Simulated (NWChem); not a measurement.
Species: CaCl2; SMILES [Ca]([Cl])[Cl]

```xyz
3

Ca     0.0000     0.0000     0.2001
Cl     2.4166     0.0000    -0.1707
Cl    -2.4166     0.0000    -0.1707
```
Atoms are numbered in this order, from 1.

Structure relaxed at the PBE0/def2-SVP level.

Give the principal values of the shielding tensors (ppm) of Ca1, Cl2 from BHandHLYP/pcSseg-1, GIAO (NWChem), with their diamagnetic and paramagnetic parts as GIAO splits them.


```json
[
 {"atom": "Ca1", "σ11": "831.5", "σ22": "845.1", "σ33": "1416.6", "isotropic": "1031.0", "diamagnetic": "1418.9", "paramagnetic": "-387.8"},
 {"atom": "Cl2", "σ11": "668.0", "σ22": "671.2", "σ33": "1151.3", "isotropic": "830.2", "diamagnetic": "1148.9", "paramagnetic": "-318.7"}
]
```
